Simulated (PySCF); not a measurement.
Excitation energy of He by level of theory

He 1s2 (1S) → He 1s1 2p1 (3P), as a difference of total energies. Computed with PySCF 2.14 in aug-cc-pV5Z (6s5p4d3f2g, 80 functions), with the non-relativistic Hamiltonian (point nucleus). Correlated levels: valence: nothing frozen. The calculations carry no spin-orbit coupling.

| method | excitation energy (eV) | error (eV) |
| --- | --- | --- |
| UHF | 21.501 | +0.537 |
| MP2 (valence) | 22.422 | +1.458 |
| SCS-MP2 (valence) | 22.670 | +1.706 |
| CCSD (valence) | 22.537 | +1.573 |

Reference: 20.964 eV (measured; NIST levels, between the centres of gravity of the two terms).

Errors of the correlated levels include the incompleteness of this basis.

The promoted electron is Rydberg-like, and one or two diffuse shells describe it only roughly, which tends to raise the upper state.

With two correlated electrons CCSD is exact in that space.
